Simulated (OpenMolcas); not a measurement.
C2H4BCl (SMILES C=CBCl): the vertical ionisation energy from total energies

The species is C2H4BCl (8 atoms), meant as a singlet with charge 0. SMILES: `C=CBCl`. Geometry: relaxed at PBE0-D4/def2-TZVP. This is one conformer, not always the lowest.

Both states at this one shape; open shells run unrestricted unless said. 1 Eh = 27.2114 eV.

| level | program | singlet C2H4BCl (Eh) | doublet C2H4BCl+ (Eh) | HOMO of the first (eV) |
| --- | --- | --- | --- | --- |
| revPBE/def2-SVPD | OpenMolcas | -563.357381 | -562.977049 | -7.10 |
| M06-L/def2-SVPD | OpenMolcas | -563.460220 | -563.069100 | -7.36 |
| r2SCAN/def2-SVPD | OpenMolcas | -563.371223 | -562.982476 | -7.44 |

Problem. Work out the vertical ionisation energy at each level.

Solution. 
1. revPBE/def2-SVPD: -562.977049 − (-563.357381) = 0.380332 Eh = 10.35 eV; −ε(HOMO) = 7.10 eV.
2. M06-L/def2-SVPD: -563.069100 − (-563.460220) = 0.391120 Eh = 10.64 eV; −ε(HOMO) = 7.36 eV.
3. r2SCAN/def2-SVPD: -562.982476 − (-563.371223) = 0.388747 Eh = 10.58 eV; −ε(HOMO) = 7.44 eV.

No measured value is set beside it here; the levels span 10.35 to 10.64 eV. In semi-local functionals −ε(HOMO) lies far under the ionisation energy, a result of self-interaction, while the difference of totals does much better.
